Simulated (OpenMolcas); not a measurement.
# Ru IV: effect of the IPEA shift

```
Program             : OpenMolcas
Basis               : ANO-RCC-VQZP [8s7p5d3f2g1h]
Scalar Hamiltonian  : DKH2, point nucleus
Active space        : 5 electrons in 5 orbitals (4d)
State averaging     : 2S+1 = 6 even, 1 root; 2S+1 = 4 even, 24 roots; 2S+1 = 2 even, 75 roots
Spin-orbit coupling : state interaction with AMFI integrals over the reference wave functions, term energies averaged over their components
```

Methods on the same reference wave functions:
A. CASSCF
B. MS-CASPT2, IPEA 0 Eh, imaginary shift 0.1 Eh (closed shells correlated: 4s 4p)
C. MS-CASPT2, IPEA 0.25 Eh, imaginary shift 0.1 Eh (closed shells correlated: 4s 4p)

Energies in eV above 4d⁵ ⁶S_5/2.

```
               Level       A       B       C
          4d⁵ ⁶S_5/2  0.0000  0.0000  0.0000
          4d⁵ ⁴G_5/2  3.4109   2.865   2.885
          4d⁵ ⁴G_7/2  3.4354   2.895   2.913
         4d⁵ ⁴G_11/2  3.4421   2.905   2.923
          4d⁵ ⁴G_9/2  3.4499   2.914   2.931
   4d⁵ ⁴P_5/2 [56 %]  3.8547   3.146   3.184
   4d⁵ ⁴P_3/2 [59 %]  3.9087   3.204   3.240
   4d⁵ ⁴P_1/2 [71 %]  3.9806   3.291   3.328
          4d⁵ ⁴D_7/2  4.2212   3.437   3.467
   4d⁵ ⁴D_1/2 [72 %]  4.3008   3.541   3.574
   4d⁵ ⁴D_3/2 [59 %]  4.3546   3.608   3.642
   4d⁵ ⁴D_5/2 [59 %]  4.3555   3.604   3.639
         4d⁵ ²I_11/2  4.8980   4.221   4.276
         4d⁵ ²I_13/2  4.9531   4.285   4.339
4d⁵ ²D_5/2(1) [52 %]  5.3758   4.448   4.542
4d⁵ ²D_3/2(1) [58 %]  5.5154   4.563   4.641
   4d⁵ ⁴F_7/2 [55 %]  5.6559   4.706   4.762
          4d⁵ ⁴F_9/2  5.6635   4.715   4.760
          4d⁵ ⁴F_5/2  5.7353   4.801   4.841
4d⁵ ²F_7/2(1) [59 %]  5.8014   4.886   4.965
   4d⁵ ⁴F_3/2 [58 %]  5.8714   4.929   4.987
         4d⁵ ²H_11/2  6.1635   5.315   5.398
       4d⁵ ²G_7/2(1)  6.2268   5.187   5.285
       4d⁵ ²F_5/2(2)  6.6597   5.495   5.588
```

Between B and C the level of the table that moves most is 4d⁵ ²G_7/2(1), by 790 cm-1 (lowest in B, highest in C). Moves below CASPT2's spread within the term are not significant.

From A to B the spin-free energies of the other terms of 4d⁵ shown, above ⁶S, scale by factors of 0.81 to 0.86, as is usual when dynamic correlation screens the repulsion within a d or f shell.

The lowest spin-free term lies below A's lowest term by 0.426 hartree in B, 0.412 hartree in C.

CASPT2 does not keep the components of a term degenerate, so their means are used; among the terms shown or strongly mixed into the levels shown the widest spread is 730 cm-1 (4d⁵ ⁴F, C). Without dynamic correlation excited terms often stand tens of per cent too high (terms of higher spin than the ground term too low), and those without a measured partner can miss by more than the paired ones (holds for A). Blocks of more than 70 roots (2S+1 = 2 even) ran without multistate coupling (holds for B; C). The CASPT2 spread within a term exceeds the gap to the next term for 4d⁵ ²D(1) and 4d⁵ ⁴F, so the order of their levels is uncertain, and so are names and mixing where such terms share a J (holds for C). Levels of configurations outside the active space are missing. The table leaves out levels that lie high or whose names do not pair safely across all columns.

A share in square brackets marks a mixed level and gives the weight of the term that names it, the lowest over the columns. A number in round brackets counts repeated terms of one configuration in the order of the reference energies.
